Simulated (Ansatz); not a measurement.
Harmonic frequencies (cm⁻¹) at PBE0-D4/def2-TZVP from Ansatz: 119, 121, 126, 219, 235, 366, 385, 499, 581, 605, 657, 742, 795, 928, 935, 948, 1025, 1139, 1453, 1635, 1800, 1822, 2198, 2207, 2212, 3075, 3146.

Which molecule is it?
A. `N#CC(O)(F)[SiH3]`
B. `O/C=C/B(O)Cl`
C. `C=[C]([SiH3])[InH2]`
D. `BCBN`

C.
